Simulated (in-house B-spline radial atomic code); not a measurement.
How G0W0 and RPA depend on the start: Kr IX (Kr8+)

Configuration [Ar] 3d10. Computed with an all-electron radial atomic-structure program (B-spline basis): all electrons, scalar-relativistic (spin-free one-electron X2C), finite nucleus, each spin shell either full or empty, empty states to l = 9 with an (l + 1/2)⁻⁴ tail; G0W0 by contour deformation at full frequency.

```csv
start,mean-field 3d (eV),G0W0 (eV),QP weight,RPA correlation (Eh)
Hartree-Fock,-235.80,-234.32,0.981,-2.0057
LDA VWN5,-215.49,-234.30,0.970,-2.1525
PBE,-215.19,-234.12,0.970,-2.1495
PBE0,-220.73,?,?,?
r2SCAN,-216.46,-233.90,0.972,-2.1212
HSE06,-220.23,-234.22,0.973,-2.1121
B3LYP (VWN-RPA),-219.71,-234.22,0.973,-2.1196
SCAN,-216.43,-233.79,0.972,-2.1194
TPSS,-215.14,?,?,?
BHandHLYP,-226.12,-234.28,0.976,-2.0748
CAM-B3LYP,-221.69,-234.34,0.974,-2.1102
LC-wPBE,-221.06,-234.52,0.974,-2.1191
wB97X,-222.10,-234.05,0.975,-2.1048
PBEsol,-215.12,-234.17,0.970,-2.1502
BLYP,-215.05,-234.17,0.970,-2.1511
r2SCAN0,-221.66,-234.00,0.975,-2.0912
LDA exchange-only,-213.17,-234.53,0.969,-2.1531
```

(1) What G0W0 level, weight and RPA correlation energy follow from the PBE0 start?

(2) What G0W0 level, weight and RPA correlation energy follow from the TPSS start?

(3) How much of the dependence on the start does G0W0 remove?

Answers

(1) G0W0 level -234.17 eV, weight 0.974, RPA correlation -2.1104 hartree.

(2) G0W0 level -234.20 eV, weight 0.970, RPA correlation -2.1408 hartree.

(3) The mean-field levels span 22.6 eV and the G0W0 levels 0.74 eV. Against 233 ± 0.7 eV (NIST, semi-empirical) the G0W0 removal energies are off by +0.79 to +1.53 eV, with spin-orbit coupling, Breit and QED terms left out.
